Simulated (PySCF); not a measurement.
BFH2. Atoms are numbered in the order given.

```xyz
4

B      0.0000     0.0000     0.6712
H      0.0000    -1.0593     1.2294
H      0.0000     1.0593     1.2294
F      0.0000     0.0000    -0.6461
```

The structure is a stationary point at PBE0-D3(BJ)/def2-TZVPD.

Vertical ionisation energy (IE) and electron affinity (EA) in eV. Rows of orbital energies are one-electron estimates. Where ΔSCF, EOM or ADC give a negative EA the extra electron is unbound and the value depends on the basis.

```csv
level,IE,EA
"−ε(HOMO), −ε(LUMO), PBE0/def2-TZVPD (PySCF)",9.35,1.22
"−ε(HOMO), −ε(LUMO), M06-2X/def2-TZVPD (PySCF)",10.82,0.28
EOM-CCSD/aug-cc-pVDZ (PySCF),12.63,-0.76
ADC(2)/aug-cc-pVDZ (PySCF),12.10,-0.77
```

Computed lowest 1s main lines (those of the lightest heavy element) from CVS-ADC(2)-x/aug-cc-pVDZ (PySCF, non-relativistic), with pole strengths:
200.8 eV (1.59).

Problem. Beyond the first one, list the lowest photoelectron lines from ADC(2)/aug-cc-pVDZ run with PySCF with their pole strengths (two spins summed). (Estimate from the structure and the level; the computed values follow.)

Solution. 15.25 eV (1.76), 15.82 eV (1.83), 16.09 eV (1.79), 18.93 eV (1.80).
